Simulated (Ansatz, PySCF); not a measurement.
Gas-phase reaction (SMILES): C[O][Ge]([Br])([Br])[O]C + 6 [H][H] (H2) -> 2 Br (HBr) + 2 C (CH4) + [GeH4] (GeH4) + 2 O (H2O); energy of full hydrogenation.

Structures are relaxed separately at B3LYP-D3(BJ)/def2-TZVP in Ansatz (a program for electronic structure), one conformer each, not searched for the lowest. Valence correlation only, unless marked. No spin-orbit coupling. The frozen core is the preceding noble-gas configuration, with the filled d and f shells of earlier blocks. Non-relativistic. Basis-set limits of correlation are two-point, X^-3; Hartree-Fock from the larger set. Thermal terms are rigid-rotor harmonic-oscillator values from B3LYP-D3(BJ) frequencies (Ansatz or PySCF) at 298.15 K and 1 atm. 1 Eh = 627.5095 kcal/mol.

| species | E, CCSD(T)/CBS(cc-pVTZ,cc-pVQZ) (Ansatz) (Eh) | E, PBE-D3(BJ)/def2-TZVPD (Ansatz + dftd3) (Eh) | H - E (Eh) |
|---|---|---|---|
| C[O][Ge]([Br])([Br])[O]C | -7451.06567 | -7454.46266 | 0.09839 |
| [H][H] (H2) | -1.17450 | -1.16598 | 0.01336 |
| Br (HBr) | -2573.28320 | -2574.36932 | 0.00927 |
| C (CH4) | -40.45816 | -40.46420 | 0.04840 |
| [GeH4] (GeH4) | -2077.90558 | -2079.05959 | 0.03354 |
| O (H2O) | -76.37426 | -76.38147 | 0.02495 |

### Question
Work out ΔE and ΔH at 298.15 K at the first level, then ΔH at the second.

### Answer

1. ΔE = [2×(-2573.28320) + 2×(-40.45816) + (-2077.90558) + 2×(-76.37426)] - [(-7451.06567) + 6×(-1.17450)] = -0.02415 Eh = -15.2 kcal/mol at CCSD(T)/CBS(cc-pVTZ,cc-pVQZ).
2. The terms H - E add up to 0.02023 Eh, so ΔH = (-0.02415 + (0.02023))×627.5095 = -2.5 kcal/mol.
3. At PBE-D3(BJ)/def2-TZVPD the same steps give ΔE = -19.5 and ΔH = -6.8 kcal/mol, a shift of -4.3 from the first level.
4. These values are not checked against measurement here, since the tables used lack a sound gas-phase enthalpy of formation for at least one species.
